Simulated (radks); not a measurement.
The numbers below are computed, except where a source is named.
Al5+, configuration [He] 2s2 2p4. Code: a radial shooting solver on a logarithmic mesh with Libxc functionals. Model: non-relativistic Kohn-Sham, LB94 model potential, spin-polarised, spherical densities, point nucleus; open shells are filled with parallel spins first.

Unscreened Slater integrals over Kohn-Sham orbitals (cm^-1). They are taken over the spin-up orbitals.

integral,value
"F0(2p,2p)",374990
"F2(2p,2p)",174150
"F0(2p,2s)",353040
"G1(2p,2s)",209000
"F0(2p,1s)",522780
"G1(2p,1s)",76442
"F0(2s,2s)",338510
"F0(2s,1s)",476300
"G0(2s,1s)",39349
"F0(1s,1s)",1721400

Derived for the open shells (J is the average intra-shell exchange parameter used in DFT+U). 2p: J = F2/5 = 34830 cm^-1; in LS coupling 1D lies 6 F2/25 = 41800 cm^-1 above 3P.
